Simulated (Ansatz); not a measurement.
Diatomic BeCl-, multiplicity 3 (an upper state: multiplicity 1 came lower at CCSD(T)/def2-TZVPP on PBE0 minima).

The constants come from a fifth-degree fit in 1/R (seven points, main isotopes). In def2 and cc sets the state is the lowest found near the PBE0 minimum, followed along R.

Correlated levels freeze the inner cores; with def2 sets outer-core shells near the valence are correlated too.

Codes used: Ansatz (Gaussian orbitals). 

Energies at CCSD/def2-TZVPP:

```json
[
 {"R (Å)": "1.814238", "E (hartree)": "-474.40303004"},
 {"R (Å)": "1.863008", "E (hartree)": "-474.40617589"},
 {"R (Å)": "1.907876", "E (hartree)": "-474.40785213"},
 {"R (Å)": "1.958597", "E (hartree)": "-474.40861305"},
 {"R (Å)": "2.009317", "E (hartree)": "-474.40841066"},
 {"R (Å)": "2.067841", "E (hartree)": "-474.40724638"},
 {"R (Å)": "2.136119", "E (hartree)": "-474.40494645"}
]
```

Problem. With a reduced mass of 7.1655 u, find the minimum, the force constant and the constants.

Solution. A fifth-degree polynomial in 1/R puts the minimum at r_e = 1.9718 Å with force constant 153 N/m. Then ω_e = (1/2πc)√(k/μ) = 602 cm⁻¹ and B_e = h/(8π²cμr_e²) = 0.6051 cm⁻¹; the cubic and quartic terms give α_e = 0.0076 and ω_e x_e = 5.3 cm⁻¹.

Ansatz is a first-principles code.
